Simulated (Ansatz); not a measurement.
`OC[SiH2][SiH3]` and `OC[SiH2][SeH]` differ in one atom or group.

Ansatz, PBE0-D4/def2-TZVP geometries, multiplicity 1. Each molecule was computed in one conformer, which needn't be the lowest.

Scalar relativity is left out up to krypton.

```json
{"property": "HOMO–LUMO gap (PBE0/def2-TZVPP) / eV", "`OC[SiH2][SiH3]`": "7.46"}
{"property": "size of the dipole moment (B3LYP/def2-TZVPP) / D", "`OC[SiH2][SiH3]`": "1.13"}
{"property": "HOMO energy (ωB97M-V/def2-TZVPP) / eV", "`OC[SiH2][SiH3]`": "-9.72"}
{"property": "HOMO–LUMO gap (B3LYP/def2-TZVPP) / eV", "`OC[SiH2][SiH3]`": "7.04"}
{"property": "LUMO energy (B3LYP/def2-TZVPP) / eV", "`OC[SiH2][SiH3]`": "-0.22"}
{"property": "size of the dipole moment (PBE/def2-TZVPP) / D", "`OC[SiH2][SiH3]`": "1.02"}
```

Task: What does the change do to each property? (Best estimate.)

Result: The calculation gave: 
```json
{"property": "HOMO–LUMO gap (PBE0/def2-TZVPP) / eV", "`OC[SiH2][SeH]`": "7.08", "shift": "-0.38"}
{"property": "size of the dipole moment (B3LYP/def2-TZVPP) / D", "`OC[SiH2][SeH]`": "2.68", "shift": "1.55"}
{"property": "HOMO energy (ωB97M-V/def2-TZVPP) / eV", "`OC[SiH2][SeH]`": "-9.08", "shift": "0.64"}
{"property": "HOMO–LUMO gap (B3LYP/def2-TZVPP) / eV", "`OC[SiH2][SeH]`": "6.55", "shift": "-0.49"}
{"property": "LUMO energy (B3LYP/def2-TZVPP) / eV", "`OC[SiH2][SeH]`": "-0.12", "shift": "0.10"}
{"property": "size of the dipole moment (PBE/def2-TZVPP) / D", "`OC[SiH2][SeH]`": "2.61", "shift": "1.59"}
```

With PBE0 the HOMO rises by 0.57 eV and the LUMO rises by 0.20 eV, so the gap narrows by about 0.37 eV. PBE moves the HOMO by 0.28 eV and ωB97M-V by 0.64 eV. Dipoles are sizes alone; their direction can turn.

B3LYP here is the variant with VWN-RPA as its local correlation; programs differ in this.

Spin–orbit coupling is left out; it splits and shifts lone-pair levels of the heavy atoms by tenths of an eV.
